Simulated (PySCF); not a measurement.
# SnC, PBE0: how much the basis matters

PySCF, UKS reference; triplet, unpaired electrons σ ↑, π ↑; De to Sn + C without counterpoise correction.

```tsv
basis	relativity	functions	Re (Å)	ωe (cm⁻¹)	De (eV)	μ (D)
cc-pVDZ-PP/cc-pVDZ	scalar-relativistic core potentials	37	2.022	627	3.04	-2.37
def2-SVP	scalar-relativistic core potentials	40	2.021	632	3.10	-2.38
x2c-SVPall	spin-free X2C	50	2.017	645	3.16	-2.38
def2-SVPD	scalar-relativistic core potentials	52	2.021	631	3.13	-2.56
cc-pVTZ-PP/cc-pVTZ	scalar-relativistic core potentials	69	2.010	646	3.15	-2.48
def2-TZVPP	scalar-relativistic core potentials	81	2.004	648	3.18	-2.56
```

How does each smaller set differ from the one with most functions, def2-TZVPP?

cc-pVDZ-PP/cc-pVDZ: +1.8 pm, -3.2 % in ωe, -0.14 eV in De; def2-SVP: +1.7 pm, -2.5 % in ωe, -0.08 eV in De; x2c-SVPall: +1.3 pm, -0.5 % in ωe, -0.02 eV in De; def2-SVPD: +1.7 pm, -2.6 % in ωe, -0.05 eV in De; cc-pVTZ-PP/cc-pVTZ: +0.6 pm, -0.3 % in ωe, -0.03 eV in De. All at PBE0; the set with most functions is neither the basis-set limit nor always the best. The rows treat relativity differently, so the differences are not basis effects alone.

A positive dipole means Sn(−)C(+). Spin–orbit coupling is left out, which matters for elements this heavy, above all for dissociation energies. The state was picked by a PBE0 search and need not be the measured ground state.
